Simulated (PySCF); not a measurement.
A GIAO shielding run with PySCF (density fitting, non-relativistic, gas phase) on `N#Cc1cccc(S)c1`, C7H5NS:

```
{"job": {"kind": "nmr", "xc": "PBE0", "basis": "pcSseg-1"}, "charge": 0, "multiplicity": 1}
N     -2.619400     2.621501    -0.270135
C     -1.884333     1.748049    -0.169515
C     -0.970468     0.674593    -0.048822
C     -1.434648    -0.616829     0.198859
C     -0.524205    -1.652506     0.310817
C      0.830986    -1.412809     0.178088
C      1.291781    -0.121827    -0.067894
S      3.032170     0.127138    -0.226759
C      0.393733     0.927433    -0.181378
H     -2.494088    -0.796031     0.299914
H     -0.872504    -2.655805     0.503445
H      1.543012    -2.219464     0.262208
H      2.972865     1.440660    -0.440220
H      0.734421     1.935424    -0.370775
```

Hardware: 1 thread of an Arm Neoverse V1, shared host. The job also computes population analyses, field gradients, ring-centre shieldings.

Problem. How large is the calculation?

Solution. 70 electrons, 185 basis functions and 972 auxiliary functions.

Problem. How long does it take?

Solution. 26 s of wall time, with 14 SCF cycles and 5 response iterations. Times on a shared host scatter by some tens of per cent.
